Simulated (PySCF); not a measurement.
C₄H₅N₃.
Geometry (GFN2-xTB, Å), atoms numbered from 1 in this order:
```xyz
12
C4H5N3 angstrom
C     -2.0187    0.4908   -0.3059
C     -1.1108   -0.2492    0.3210
C      0.3079   -0.1402    0.1061
C      1.0997    0.6576   -0.7094
N      2.3858    0.3331   -0.5053
N      2.4576   -0.5981    0.3673
N      1.2257   -0.9065    0.7561
H     -3.0704    0.3737   -0.1127
H     -1.7402    1.2360   -1.0307
H     -1.4148   -0.9933    1.0471
H      0.8182    1.4191   -1.4052
H      1.0612   -1.6238    1.4456
```

The closed-shell ground state was solved at several levels (PySCF, density fitting, gas phase, non-relativistic).

```tsv
level	basis functions	total energy (Eh)	HOMO (eV)	LUMO (eV)	gap (eV)	dipole (D)
PBE0/pcSseg-1	144	-319.2206	-7.01	-1.32	5.69	4.60
wB97X-D/def2-SVPD	180	-319.2929	-8.79	0.37	9.16	4.68
PBE0/def2-SVPD	180	-319.0440	-7.03	-1.37	5.66	4.57
```

(1) Estimate the row for B3LYP/pcJ-1, a basis of 239 functions; the other rows only guide the guess.

(2) Over all these levels, which gives the widest orbital gap and which the narrowest?

(3) How far do the dipole and the HOMO energy spread over the levels?

## Answers

(1) Total energy -319.6339 Eh, HOMO -6.77 eV, LUMO -1.50 eV, gap 5.27 eV, dipole 4.57 D.

(2) wB97X-D/def2-SVPD (range-separated hybrid) has the widest, 9.16 eV, and B3LYP/pcJ-1 (global hybrid, 20 % exact exchange) the narrowest, 5.27 eV. Functional and basis both differ between the two, so the spread mixes both effects.

(3) The dipole runs from 4.57 to 4.68 D (mean 4.60 D) and the HOMO from -8.79 to -6.77 eV.

One conformer stands for the species.

wB97X-D is run here without its empirical dispersion term; that term would change no orbital, density or response property at a fixed geometry.
